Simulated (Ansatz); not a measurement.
Ansatz (an electronic-structure program) input file for Si(NHSiH3)(Cl)3 (Cl3H4NSi2), SMILES [SiH3]N[Si](Cl)(Cl)Cl, PBE0-D3(BJ)/def2-SVP. 

Ansatz 0.2 input:
```yaml
crystal:
  periodic: [false, false, false]
  atoms:
    - {symbol: Si, position_ang: [-2.47152913, 0.03353841, 1.15480108]}
    - {symbol: N, position_ang: [-0.92259284, 0.75242243, 0.76851651]}
    - {symbol: Si, position_ang: [0.37795502, 0.08904389, -0.13425374]}
    - {symbol: Cl, position_ang: [0.98714710, -1.63145957, 0.71044716]}
    - {symbol: Cl, position_ang: [1.86508234, 1.44874852, -0.12855418]}
    - {symbol: Cl, position_ang: [-0.19888299, -0.30533449, -2.02352030]}
    - {symbol: H, position_ang: [-2.22135541, -1.21795936, 1.86637231]}
    - {symbol: H, position_ang: [-3.19865402, -0.21444593, -0.08994454]}
    - {symbol: H, position_ang: [-3.11828056, 1.04267708, 1.98880094]}
    - {symbol: H, position_ang: [-0.80041219, 1.70339352, 1.07515771]}
basis:
  gaussian:
    orbitals: def2-SVP
hamiltonian:
  xc: pbe0
  dispersion: d3bj
relax: {f_tol: 0.002, max_steps: 200}
```

Output:

```
WARN ansatz: RAYON_NUM_THREADS=2 ignored (pool sized by the plan → 2); use --threads N
Functional definition: PBE0
integrals: 0.08 GiB planned
1239 factors; integrals over basis functions are off by at most 4.5e-4 eV
mean field: 0.79 GiB planned
mean field evaluation 1: about -54840.2202 eV, gradient 5.0e1 eV
mean field evaluation 2: about -54833.3031 eV, gradient 7.3e1 eV
mean field evaluation 4: about -54845.2130 eV, gradient 2.7e0 eV
mean field evaluation 8: about -54845.2404 eV, gradient 8.1e-2 eV
mean field evaluation 16: about -54845.2405 eV, gradient 3.5e-5 eV
mean field -54845.24046017 eV, -2015.5254114721 hartree, gradient 3.5e-5 eV, S^2 0.000000; 0 other end points of the search recorded, 0 dependent functions left out
the calculation of the forces begins
reference -54845.24048688 eV, -2015.5254124538 hartree; 45, 45 occupied and 79, 79 virtual orbitals, 1239 factors
relax step   1: F+E_penalty+E_count = -54845.59696307 eV  Δ(F+E_penalty+E_count) = +0.000e0 eV  max|allowed force component| = 9.749e-1 eV/Å  Δτ_max = 0.0000 Å  (26 SCF iters, accepted)
these checks for a lower state are left out or cut short: starts, cluster_reference, orbital_swaps, neighbouring_geometries, increment
integrals: 0.08 GiB planned
1239 factors; integrals over basis functions are off by at most 4.6e-4 eV
mean field: 0.79 GiB planned
mean field -54845.34684119 eV, -2015.5293209023 hartree, gradient 7.6e-5 eV, S^2 0.000000; 0 other end points of the search recorded, 0 dependent functions left out
the calculation of the forces begins
reference -54845.34686802 eV, -2015.5293218883 hartree; 45, 45 occupied and 79, 79 virtual orbitals, 1239 factors
relax step   2: F+E_penalty+E_count = -54845.69652378 eV  Δ(F+E_penalty+E_count) = -9.956e-2 eV  max|allowed force component| = 2.366e-1 eV/Å  Δτ_max = 0.0774 Å  (26 SCF iters, accepted)
these checks for a lower state are left out or cut short: starts, cluster_reference, orbital_swaps, neighbouring_geometries, increment
integrals: 0.08 GiB planned
1239 factors; integrals over basis functions are off by at most 4.7e-4 eV
mean field: 0.79 GiB planned
mean field -54845.35081060 eV, -2015.5294667757 hartree, gradient 5.9e-5 eV, S^2 0.000000; 0 other end points of the search recorded, 0 dependent functions left out
the calculation of the forces begins
reference -54845.35083747 eV, -2015.5294677629 hartree; 45, 45 occupied and 79, 79 virtual orbitals, 1239 factors
relax step   3: F+E_penalty+E_count = -54845.70152669 eV  Δ(F+E_penalty+E_count) = -5.003e-3 eV  max|allowed force component| = 8.487e-2 eV/Å  Δτ_max = 0.0180 Å  (26 SCF iters, accepted)
these checks for a lower state are left out or cut short: starts, cluster_reference, orbital_swaps, neighbouring_geometries, increment
integrals: 0.08 GiB planned
1239 factors; integrals over basis functions are off by at most 4.7e-4 eV
mean field: 0.79 GiB planned
mean field evaluation 32: about -54845.3512 eV, gradient 1.0e-5 eV
mean field -54845.35115685 eV, -2015.5294795002 hartree, gradient 1.0e-5 eV, S^2 0.000000; 0 other end points of the search recorded, 0 dependent functions left out
the calculation of the forces begins
reference -54845.35118370 eV, -2015.5294804869 hartree; 45, 45 occupied and 79, 79 virtual orbitals, 1239 factors
relax step   4: F+E_penalty+E_count = -54845.70202958 eV  Δ(F+E_penalty+E_count) = -5.029e-4 eV  max|allowed force component| = 2.255e-2 eV/Å  Δτ_max = 0.0056 Å  (24 SCF iters, accepted)
these checks for a lower state are left out or cut short: starts, cluster_reference, orbital_swaps, neighbouring_geometries, increment
integrals: 0.08 GiB planned
1239 factors; integrals over basis functions are off by at most 4.8e-4 eV
mean field: 0.79 GiB planned
mean field -54845.35220750 eV, -2015.5295181107 hartree, gradient 6.4e-5 eV, S^2 0.000000; 0 other end points of the search recorded, 0 dependent functions left out
the calculation of the forces begins
reference -54845.35223439 eV, -2015.5295190988 hartree; 45, 45 occupied and 79, 79 virtual orbitals, 1239 factors
relax step   5: F+E_penalty+E_count = -54845.70297031 eV  Δ(F+E_penalty+E_count) = -9.407e-4 eV  max|allowed force component| = 5.762e-2 eV/Å  Δτ_max = 0.0534 Å  (25 SCF iters, accepted)
these checks for a lower state are left out or cut short: starts, cluster_reference, orbital_swaps, neighbouring_geometries, increment
integrals: 0.08 GiB planned
1239 factors; integrals over basis functions are off by at most 5.5e-4 eV
mean field: 0.79 GiB planned
[...]
these checks for a lower state are left out or cut short: starts, cluster_reference, orbital_swaps, neighbouring_geometries, increment
integrals: 0.08 GiB planned
1239 factors; integrals over basis functions are off by at most 6.6e-4 eV
mean field: 0.79 GiB planned
mean field evaluation 128: about -54845.3731 eV, gradient 3.0e-3 eV
mean field -54845.38284728 eV, -2015.5306441019 hartree, gradient 6.4e-5 eV, S^2 0.000000; 0 other end points of the search recorded, 0 dependent functions left out
the calculation of the forces begins
reference -54845.38287432 eV, -2015.5306450955 hartree; 45, 45 occupied and 79, 79 virtual orbitals, 1239 factors
relax step  23: F+E_penalty+E_count = -54845.73573506 eV  Δ(F+E_penalty+E_count) = -1.128e-3 eV  max|allowed force component| = 1.463e-2 eV/Å  Δτ_max = 0.0221 Å  (26 SCF iters, accepted)
these checks for a lower state are left out or cut short: starts, cluster_reference, orbital_swaps, neighbouring_geometries, increment
integrals: 0.08 GiB planned
1239 factors; integrals over basis functions are off by at most 6.5e-4 eV
mean field: 0.79 GiB planned
mean field -54845.38308691 eV, -2015.5306529081 hartree, gradient 1.5e-5 eV, S^2 0.000000; 0 other end points of the search recorded, 0 dependent functions left out
the calculation of the forces begins
reference -54845.38311399 eV, -2015.5306539033 hartree; 45, 45 occupied and 79, 79 virtual orbitals, 1239 factors
relax step  24: F+E_penalty+E_count = -54845.73590458 eV  Δ(F+E_penalty+E_count) = -1.695e-4 eV  max|allowed force component| = 4.322e-3 eV/Å  Δτ_max = 0.0168 Å  (24 SCF iters, accepted)
these checks for a lower state are left out or cut short: starts, cluster_reference, orbital_swaps, neighbouring_geometries, increment
integrals: 0.08 GiB planned
1239 factors; integrals over basis functions are off by at most 6.4e-4 eV
mean field: 0.79 GiB planned
mean field -54845.38333421 eV, -2015.5306619964 hartree, gradient 6.5e-5 eV, S^2 0.000000; 0 other end points of the search recorded, 0 dependent functions left out
the calculation of the forces begins
reference -54845.38336143 eV, -2015.5306629967 hartree; 45, 45 occupied and 79, 79 virtual orbitals, 1239 factors
relax step  25: F+E_penalty+E_count = -54845.73609414 eV  Δ(F+E_penalty+E_count) = -1.896e-4 eV  max|allowed force component| = 2.036e-2 eV/Å  Δτ_max = 0.0474 Å  (25 SCF iters, accepted)
these checks for a lower state are left out or cut short: starts, cluster_reference, orbital_swaps, neighbouring_geometries, increment
integrals: 0.08 GiB planned
1239 factors; integrals over basis functions are off by at most 6.3e-4 eV
mean field: 0.79 GiB planned
mean field -54845.38330886 eV, -2015.5306610646 hartree, gradient 1.5e-5 eV, S^2 0.000000; 0 other end points of the search recorded, 0 dependent functions left out
the calculation of the forces begins
reference -54845.38333613 eV, -2015.5306620668 hartree; 45, 45 occupied and 79, 79 virtual orbitals, 1239 factors
relax step  26: F+E_penalty+E_count = -54845.73612137 eV  Δ(F+E_penalty+E_count) = -2.723e-5 eV  max|allowed force component| = 1.246e-2 eV/Å  Δτ_max = 0.0172 Å  (24 SCF iters, accepted)
these checks for a lower state are left out or cut short: starts, cluster_reference, orbital_swaps, neighbouring_geometries, increment
integrals: 0.08 GiB planned
1239 factors; integrals over basis functions are off by at most 6.3e-4 eV
mean field: 0.79 GiB planned
mean field -54845.38325586 eV, -2015.5306591170 hartree, gradient 1.0e-5 eV, S^2 0.000000; 0 other end points of the search recorded, 0 dependent functions left out
the calculation of the forces begins
reference -54845.38328319 eV, -2015.5306601211 hartree; 45, 45 occupied and 79, 79 virtual orbitals, 1239 factors
relax step  27: F+E_penalty+E_count = -54845.73612051 eV  Δ(F+E_penalty+E_count) = +8.598e-7 eV  max|allowed force component| = 8.573e-3 eV/Å  Δτ_max = 0.0146 Å  (24 SCF iters, rejected (line search))
these checks for a lower state are left out or cut short: starts, cluster_reference, orbital_swaps, neighbouring_geometries, increment
integrals: 0.08 GiB planned
1239 factors; integrals over basis functions are off by at most 6.3e-4 eV
mean field: 0.79 GiB planned
mean field evaluation 160: about -54845.3833 eV, gradient 2.7e-5 eV
mean field -54845.38330322 eV, -2015.5306608574 hartree, gradient 2.7e-5 eV, S^2 0.000000; 0 other end points of the search recorded, 0 dependent functions left out
the calculation of the forces begins
reference -54845.38333052 eV, -2015.5306618606 hartree; 45, 45 occupied and 79, 79 virtual orbitals, 1239 factors
relax step  28: F+E_penalty+E_count = -54845.73613726 eV  Δ(F+E_penalty+E_count) = -1.589e-5 eV  max|allowed force component| = 3.778e-3 eV/Å  Δτ_max = 0.0064 Å  (23 SCF iters, accepted)
these checks for a lower state are left out or cut short: starts, cluster_reference, orbital_swaps, neighbouring_geometries, increment
integrals: 0.08 GiB planned
1239 factors; integrals over basis functions are off by at most 6.3e-4 eV
mean field: 0.79 GiB planned
mean field -54845.38328113 eV, -2015.5306600454 hartree, gradient 5.4e-5 eV, S^2 0.000000; 0 other end points of the search recorded, 0 dependent functions left out
the calculation of the forces begins
reference -54845.38330842 eV, -2015.5306610484 hartree; 45, 45 occupied and 79, 79 virtual orbitals, 1239 factors
relax step  29: F+E_penalty+E_count = -54845.73613906 eV  Δ(F+E_penalty+E_count) = -1.791e-6 eV  max|allowed force component| = 5.244e-3 eV/Å  Δτ_max = 0.0022 Å  (20 SCF iters, accepted)
these checks for a lower state are left out or cut short: starts, cluster_reference, orbital_swaps, neighbouring_geometries, increment
integrals: 0.08 GiB planned
1239 factors; integrals over basis functions are off by at most 6.3e-4 eV
mean field: 0.79 GiB planned
mean field -54845.38330077 eV, -2015.5306607673 hartree, gradient 2.7e-5 eV, S^2 0.000000; 0 other end points of the search recorded, 0 dependent functions left out
the calculation of the forces begins
reference -54845.38332807 eV, -2015.5306617705 hartree; 45, 45 occupied and 79, 79 virtual orbitals, 1239 factors
relax step  30: F+E_penalty+E_count = -54845.73614400 eV  Δ(F+E_penalty+E_count) = -4.947e-6 eV  max|allowed force component| = 1.767e-3 eV/Å  Δτ_max = 0.0010 Å  (20 SCF iters, accepted)
integrals: 0.08 GiB planned
1239 factors; integrals over basis functions are off by at most 6.3e-4 eV
mean field: 0.79 GiB planned
mean field -54845.38330077 eV, -2015.5306607673 hartree, gradient 2.7e-5 eV, S^2 0.000000; 1 other end points of the search recorded, 0 dependent functions left out
the calculation of the forces begins
reference -54845.38332807 eV, -2015.5306617705 hartree; 45, 45 occupied and 79, 79 virtual orbitals, 1239 factors
Total energy: -54845.73617130 eV, -2015.5436285200 hartree
Atom 0 at    -2.493211     0.075035     1.081596 Å, force     0.000505     0.000543    -0.000133 eV/Å
Atom 1 at    -0.984005     0.835949     0.609430 Å, force    -0.000686    -0.001767     0.000038 eV/Å
Atom 2 at     0.409073     0.083070    -0.013347 Å, force    -0.000056     0.000693     0.000130 eV/Å
Atom 3 at     1.168253    -1.310348     1.283519 Å, force     0.000086    -0.000002     0.000034 eV/Å
Atom 4 at     1.816142     1.532603    -0.347179 Å, force     0.000210    -0.000181    -0.000090 eV/Å
Atom 5 at     0.026052    -0.902918    -1.768586 Å, force    -0.000080    -0.000002    -0.000102 eV/Å
Atom 6 at    -2.329604    -1.381337     0.818634 Å, force    -0.000026     0.000204     0.000095 eV/Å
Atom 7 at    -3.632159     0.616879     0.283420 Å, force    -0.000023    -0.000156    -0.000056 eV/Å
Atom 8 at    -2.775801     0.306907     2.528792 Å, force    -0.000073    -0.000095    -0.000040 eV/Å
Atom 9 at    -0.906262     1.844785     0.711544 Å, force     0.000143     0.000763     0.000123 eV/Å
Dipole moment:    -0.310089     0.276930     0.152934 e Å
```

The calculation finished and met its thresholds.

Cost: about 2.4 core-minutes (a rough figure).
